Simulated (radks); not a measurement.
Values are calculated unless marked as measured or tabulated.
The nuclear charge of neutral cadmium is varied continuously with 48 electrons held in [Kr] 4d10 5s2. Code: a radial shooting solver on a logarithmic mesh with Libxc functionals. Model: non-relativistic Kohn-Sham, PBE, spin-polarised, spherical densities, point nucleus; relativity is left out, which matters for an element this heavy. By the Hellmann-Feynman theorem dE/dZ = E(electron-nucleus)/Z, the electronic potential at the nucleus.

Z	E (hartree)	E(electron-nucleus)/Z (hartree)	HOMO	e(HOMO) (eV)	<r> HOMO (bohr)
47.8	-5412.97064	-269.663	5s	-3.760	3.168
48	-5467.05158	-271.146	5s	-5.279	3.033
48.2	-5521.42871	-272.625	5s	-6.897	2.918
48.4	-5576.10152	-274.102	5s	-8.607	2.818
48.6	-5631.06957	-275.578	5s	-10.402	2.730
48.8	-5686.33248	-277.051	5s	-12.278	2.650
49	-5741.88991	-278.523	5s	-14.230	2.579

The central difference of E at Z = 48 is -271.145 hartree, to compare with the third column; the second derivative is -7.4 hartree.
